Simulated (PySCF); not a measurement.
Structure with atom numbers: `[CH3:1][SiH:2]1[SiH2:3][SiH2:4][SiH2:5]1`. Hydrogens are named by the atom that carries them. Ha(Si3), Ha(Si4), Ha(Si5) are cis to C1 on the ring; Hb(Si3), Hb(Si4), Hb(Si5) are trans to C1 on the ring.

Geometry: PBE0-D3(BJ)/def2-SVP; GIAO absolute shieldings from PySCF, gas phase, non-relativistic, averaged over equivalent atoms.

At PBE0/pcSseg-1 (163 basis functions, 14 s wall time on 1 thread of an x86-64 server CPU, shared host):
| atoms | σ (ppm) |
| --- | --- |
| C1 | 192.4 |
| Si2 | 405.9 |
| Si3/Si5 | 448.3 |
| Si4 | 448.7 |
| H(Si2) | 26.71 |
| Hb(Si4) | 27.23 |
| Ha(Si4) | 27.33 |
| Ha(Si3)/Ha(Si5) | 27.36 |
| Hb(Si3)/Hb(Si5) | 27.40 |
| H(C1) | 30.77 |

**Question.** What do these become at CAM-B3LYP/pcSseg-2?

**Answer.** 
| atoms | σ at CAM-B3LYP/pcSseg-2 | change |
| --- | --- | --- |
| C1 | 191.2 | -1.2 |
| Si2 | 383.4 | -22.5 |
| Si3/Si5 | 427.2 | -21.1 |
| Si4 | 427.8 | -20.9 |
| H(Si2) | 26.85 | +0.14 |
| Hb(Si4) | 27.42 | +0.19 |
| Ha(Si4) | 27.56 | +0.23 |
| Ha(Si3)/Ha(Si5) | 27.54 | +0.18 |
| Hb(Si3)/Hb(Si5) | 27.60 | +0.20 |
| H(C1) | 30.91 | +0.14 |

The largest change is at Si2 (silicon bonded to C, 2 Si, H, in a 4-membered ring). Cost: 348 basis functions, 66 s wall time on 1 thread of an x86-64 server CPU, shared host.
